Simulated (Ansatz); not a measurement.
Consider the substitution at a C–C bond: `C#CC(F)(F)F` + `OBCl` → `FC(F)(F)OBCl` + `C#C`.

Computed with Ansatz on PBE0-D4/def2-TZVP structures; ΔE is electronic, products minus reactants. CCSD(T)/CBS is the MP2 limit (def2-TZVPP, def2-QZVPP) plus CCSD(T) − MP2 in def2-TZVPP, frozen cores. This one scheme is used for every species. DFT in def2-TZVPP. B3LYP here is the variant with VWN-RPA as its local correlation; programs differ in this. One conformer a species, not always the lowest.

```json
{"level": "PBE-D4", "ΔE (kJ/mol)": "17.4"}
{"level": "r2SCAN-D4", "ΔE (kJ/mol)": "6.4"}
{"level": "PBE0-D4", "ΔE (kJ/mol)": "8.9"}
{"level": "B3LYP-D4", "ΔE (kJ/mol)": "9.5"}
{"level": "ωB97M-V", "ΔE (kJ/mol)": "3.0"}
{"level": "HF/def2-TZVPP", "ΔE (kJ/mol)": "-12.5"}
{"level": "MP2/def2-TZVPP", "ΔE (kJ/mol)": "10.6"}
{"level": "MP2/def2-QZVPP", "ΔE (kJ/mol)": "11.6"}
```

Problem. What does CCSD(T)/CBS give? (An estimate is asked.)

Solution. Computed: +6.2 kJ/mol. The listed levels differ from it by 11.2, 0.2, 2.7, 3.3, -3.2, -18.7, 4.4, 5.4 kJ/mol.

Largest T1 diagnostic among the species: 0.013.

In def2-TZVPP, CCSD(T) changes the Hartree–Fock value by +16.9 kJ/mol (the triples alone add +2.1 kJ/mol) and MP2 by +23.2 kJ/mol. From PBE to PBE0 (25 % exact exchange), in def2-TZVPP and without D4, ΔE moves by −8.7 kJ/mol.
